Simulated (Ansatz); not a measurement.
C3H4N, SMILES `C#C[N+]C` (lower triplet) (charge 1, multiplicity 3). This triplet lies 0.78 eV below the relaxed singlet at the level B3LYP/cc-pVTZ // B3LYP-D3(BJ)/def2-TZVP (Ansatz, a quantum-chemistry and plane-wave program).

Cartesian coordinates (Å):
SMILES: C#C[N+]C
```xyz
8

C      2.3817     0.3413    -0.3205
C      1.1080     0.1587    -0.2740
N     -0.0597    -0.0094    -0.2318
C     -1.4574    -0.2098    -0.1807
H      3.4416     0.4975    -0.3571
H     -1.6539    -1.2685     0.0047
H     -1.8696     0.3977     0.6287
H     -1.8906     0.0925    -1.1372
```
Charge +1, spin multiplicity 3.

Frozen-core energies in 6-31g from Ansatz at a geometry from B3LYP-D3(BJ)/def2-TZVP; the HF reference has <S^2> = 2.31 and the T1 diagnostic is 0.033.

| level | energy (Ha) |
|---|---|
| HF | -169.95802 |
| MP2 | -170.25579 |
| CCSD | -170.30865 |
| CCSD(T) | -170.31875 |

### Question
Estimate the energies of CCSDT and CCSDT(Q), and give each level's difference from CCSDT(Q).

### Answer

```csv
level,energy (Ha),difference from CCSDT(Q) (mHa)
MP2,-170.25579,65.77
CCSD,-170.30865,12.90
CCSD(T),-170.31875,2.81
CCSDT,-170.32025,1.31
CCSDT(Q),-170.32155,0.00
```
